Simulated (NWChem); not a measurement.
System: sulfur tetrafluoride (SF4); SMILES FS(F)(F)F

The following NWChem deck was run.

```
start job
memory heap 200 mb stack 900 mb global 1100 mb
geometry units angstroms
  F      1.220545     0.000000     0.616808
  S      0.000000     0.000000    -0.387794
  F      0.000000    -1.654169    -0.275546
  F      0.000000     1.654169    -0.275546
  F     -1.220545     0.000000     0.616808
end
basis spherical
  * library 6-31g*
end
dft
  xc hfexch
  iterations 150
end
driver
  maxiter 120
end
task dft optimize
task dft freq
```

Output (shortened):

```
             Northwest Computational Chemistry Package (NWChem) 7.3.0
             --------------------------------------------------------

 C2V symmetry detected

                             Geometry "geometry" -> ""
                             -------------------------

 Output coordinates in angstroms (scale by  1.889725989 to convert to a.u.)

  No.       Tag          Charge          X              Y              Z
 ---- ---------------- ---------- -------------- -------------- --------------
    1 F                    9.0000     1.22054500     0.00000000     0.61800008
    2 S                   16.0000     0.00000000     0.00000000    -0.38660192
    3 F                    9.0000     0.00000000    -1.65416900    -0.27435392
    4 F                    9.0000     0.00000000     1.65416900    -0.27435392
    5 F                    9.0000    -1.22054500     0.00000000     0.61800008

 Effective nuclear repulsion energy (a.u.)     295.3507469767

      Symmetry information
      --------------------

 Group name             C2v
 Group number             16
 Group order               4
 No. of unique centers     3

                                Z-matrix (autoz)
                                --------

 Units are Angstrom for bonds and degrees for angles

      Type          Name      I     J     K     L     M      Value
      ----------- --------  ----- ----- ----- ----- ----- ----------
    1 Stretch                  1     2                       1.58081
    2 Stretch                  2     3                       1.65797
    3 Stretch                  2     4                       1.65797
    4 Stretch                  2     5                       1.58081
    5 Bend                     1     2     3                87.53412
    6 Bend                     1     2     4                87.53412
    7 Bend                     1     2     5               101.08601
    8 Bend                     3     2     4               172.23599
    9 Bend                     3     2     5                87.53412
   10 Bend                     4     2     5                87.53412

  xc_inp: hfexch multiplicative factor not found.

                           NWChem Geometry Optimization
                           ----------------------------

[...]

      ----------------------
      Optimization converged
      ----------------------

  Step       Energy      Delta E   Gmax     Grms     Xrms     Xmax
  ---- ---------------- -------- -------- -------- -------- --------
@    4    -795.13668969 -1.6D-07  0.00003  0.00001  0.00015  0.00034
                                     ok       ok       ok       ok

                                Z-matrix (autoz)
                                --------

 Units are Angstrom for bonds and degrees for angles

      Type          Name      I     J     K     L     M      Value     Gradient
      ----------- --------  ----- ----- ----- ----- ----- ---------- ----------
    1 Stretch                  1     2                       1.54490   -0.00001
    2 Stretch                  2     3                       1.63266   -0.00000
    3 Stretch                  2     4                       1.63266   -0.00000
    4 Stretch                  2     5                       1.54490   -0.00001
    5 Bend                     1     2     3                86.85009    0.00000
    6 Bend                     1     2     4                86.85009    0.00000
    7 Bend                     1     2     5               102.56165   -0.00003
    8 Bend                     3     2     4               169.92048    0.00001
    9 Bend                     3     2     5                86.85009    0.00000
   10 Bend                     4     2     5                86.85009    0.00000

                         Geometry "geometry" -> "geometry"
                         ---------------------------------

 Output coordinates in angstroms (scale by  1.889725989 to convert to a.u.)

[...]

 Rotational Constants
 --------------------
 A=   0.224770 cm-1  (  0.323387 K)
 B=   0.140135 cm-1  (  0.201619 K)
 C=   0.108266 cm-1  (  0.155767 K)

 Temperature                      =   298.15K
 frequency scaling parameter      =   1.0000

 Zero-Point correction to Energy  =    8.313 kcal/mol  (  0.013247 au)
 Thermal correction to Energy     =   11.122 kcal/mol  (  0.017724 au)
 Thermal correction to Enthalpy   =   11.714 kcal/mol  (  0.018667 au)

 Total Entropy                    =   69.321 cal/mol-K
   - Translational                =   39.929 cal/mol-K (mol. weight = 107.9657)
   - Rotational                   =   24.274 cal/mol-K (symmetry #  =        2)
   - Vibrational                  =    5.119 cal/mol-K

 Cv (constant volume heat capacity) =   14.823 cal/mol-K
   - Translational                  =    2.979 cal/mol-K
   - Rotational                     =    2.979 cal/mol-K
   - Vibrational                    =    8.864 cal/mol-K

[normal modes left out]

 ----------------------------------------------------------------------------
 Normal Eigenvalue ||           Projected Infra Red Intensities
  Mode   [cm**-1]  || [atomic units] [(debye/angs)**2] [(KM/mol)] [arbitrary]
 ------ ---------- || -------------- ----------------- ---------- -----------
    1        0.000 ||    0.000435           0.010         0.424       0.059
    2        0.000 ||    0.000261           0.006         0.254       0.035
    3        0.000 ||    0.000003           0.000         0.003       0.000
    4        0.000 ||    0.000006           0.000         0.006       0.001
    5        0.000 ||    0.000239           0.006         0.233       0.032
    6        0.000 ||    0.000014           0.000         0.014       0.002
    7      237.336 ||    0.000865           0.020         0.844       0.117
    8      394.378 ||    0.016285           0.376        15.875       2.198
    9      510.979 ||    0.000000           0.000         0.000       0.000
   10      579.702 ||    0.040634           0.937        39.612       5.486
   11      582.019 ||    0.005216           0.120         5.085       0.704
   12      654.139 ||    0.001956           0.045         1.906       0.264
   13      863.352 ||    0.711992          16.426       694.085      96.119
   14      995.582 ||    0.190907           4.404       186.106      25.773
   15     1000.116 ||    0.142296           3.283       138.717      19.210
 ----------------------------------------------------------------------------
```

Level: Hartree-Fock/6-31G* (spherical d).
